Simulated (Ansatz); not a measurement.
A run for Ansatz (an electronic-structure program): R-HF/def2-TZVPP on ClHTe (SMILES Cl[TeH]), atoms moved off the minimum. Elements past Kr take the def2 small-core potentials; no spin–orbit coupling.

Ansatz 0.2 input:
```yaml
crystal:
  periodic: [false, false, false]
  atoms:
    - {symbol: Te, position_ang: [-0.23928320, -0.27951889, 0.47793532]}
    - {symbol: H, position_ang: [-1.32863546, -0.96609952, -0.85039955]}
    - {symbol: Cl, position_ang: [0.85206094, 1.06254617, -1.20256166]}
basis:
  gaussian:
    orbitals: def2-TZVPP
hamiltonian:
  xc: {name: HF}
scf: {lower_state_search: off}
output: {forces: true}
```

Output:

```
WARN ansatz: RAYON_NUM_THREADS=1 ignored (pool sized by the plan → 1); use --threads N
Functional definition: HF
these checks for a lower state are left out or cut short: stability, starts, cluster_reference, orbital_swaps, neighbouring_geometries, increment
integrals: 0.03 GiB planned
929 factors; their error is unknown
mean field: 0.21 GiB planned
mean field evaluation 1: about -19783.3566 eV, gradient 1.4e1 eV
mean field evaluation 2: about -19783.8962 eV, gradient 7.0e0 eV
mean field evaluation 4: about -19784.0075 eV, gradient 3.9e-1 eV
mean field evaluation 8: about -19785.0986 eV, gradient 2.8e0 eV
mean field evaluation 16: about -19785.1046 eV, gradient 1.6e-6 eV
mean field -19785.10464101 eV, -727.0891847316 hartree, gradient 1.6e-6 eV, S^2 0.000000; 0 other end points of the search recorded, 0 dependent functions left out
the calculation of the forces begins
reference -19785.10464101 eV, -727.0891847316 hartree; 21, 21 occupied and 85, 85 virtual orbitals, 929 factors
Total energy: -19785.10464101 eV, -727.0891847316 hartree
Atom 0 at    -0.239283    -0.279519     0.477935 Å, force    -1.079951    -0.339090    -2.889015 eV/Å
Atom 1 at    -1.328635    -0.966100    -0.850400 Å, force     1.411946     0.818563     2.050047 eV/Å
Atom 2 at     0.852061     1.062546    -1.202562 Å, force    -0.331995    -0.479473     0.838968 eV/Å
Dipole moment:    -0.247228    -0.295076     0.339505 e Å
Checks for a lower state left out: stability, starts, cluster_reference, orbital_swaps, neighbouring_geometries, increment
```

The run converged.

Cost: about 1.3 core-seconds (a rough figure).
